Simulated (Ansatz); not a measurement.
The cluster Rb₃Cl₄, relaxed as a doublet with UKS PBE0-D4/def2-SVP in Ansatz, starting from the GFN1-xTB geometry. Force threshold 0.02 eV/Å.

In the def2 sets Rb takes a core potential; there is no spin–orbit coupling. In the doublet, Cl4 and Cl5 lie 2.65 Å apart (atoms count from 1), so these atoms are partly bonded to each other. The structure comes from a short search, and lower isomers may exist.

Start:

Cartesian coordinates in Å:
```
Rb 0.152 -1.620 -1.100
Rb -1.428 2.257 -0.819
Rb 0.250 -0.188 2.598
Cl 0.484 0.937 -2.630
Cl 1.280 1.175 -0.205
Cl -2.149 -0.032 0.794
Cl 1.411 -2.528 1.363
```

```csv
step,energy (eV),largest force component (eV/Å),SCF passes
1,-52034.4801,0.884,16
2,-52034.7691,0.164,21
3,-52034.7965,0.064,23
4 (rejected),-52034.7943,0.151,24
5,-52034.8064,0.018,23
6,-52034.8071,0.015,22
7,-52034.8074,0.009,16
```

Force components are those of the run's own axes.

End:

```xyz
7

Rb    0.065   -1.770   -1.015
Rb   -1.602    2.444   -0.881
Rb    0.374   -0.227    2.604
Cl    0.515    0.982   -2.684
Cl    1.358    1.460   -0.216
Cl   -2.124   -0.092    0.694
Cl    1.415   -2.798    1.498
```

By distances, no bond broke or formed. The bond that changes most is Rb1–Cl5, from 3.14 to 3.57 Å (atoms count from 1).

The force fell under the threshold at step 5, but the optimiser went on. No frequencies were taken in this run, so the end may be a saddle point.

Hardware: 4 threads of Intel Xeon Platinum 8488C on a shared host. Wall time 24 s, peak host memory 0.58 GiB.
